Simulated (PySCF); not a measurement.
**Sc: ionisation energy**

Sc [Ar] 3d1 4s2 (2D) → Sc⁺ [Ar] 3d1 4s1 (3D), as a difference of total energies. All numbers are calculated (PySCF 2.14, no relativity, point nucleus, in cc-pVDZ (6s5p3d1f, 43 functions)). Correlated levels: valence: [Ar] frozen. The calculations carry no spin-orbit coupling.

```json
{"method": "UHF", "ionisation energy (eV)": "5.369", "difference from reference (eV)": "-1.193"}
{"method": "MN15", "ionisation energy (eV)": "6.717", "difference from reference (eV)": "+0.155"}
{"method": "MP2 (valence)", "ionisation energy (eV)": "6.020", "difference from reference (eV)": "-0.542"}
{"method": "SCS-MP2 (valence)", "ionisation energy (eV)": "6.149", "difference from reference (eV)": "-0.413"}
```

Reference: 6.562 eV (measured; NIST levels, between the centres of gravity of the two terms).

These non-relativistic numbers lack the scalar-relativistic shift.

Errors of the correlated levels include the incompleteness of this basis and the frozen core.

MP2 underrates the near-degeneracy of ns² with np² in the lower species.
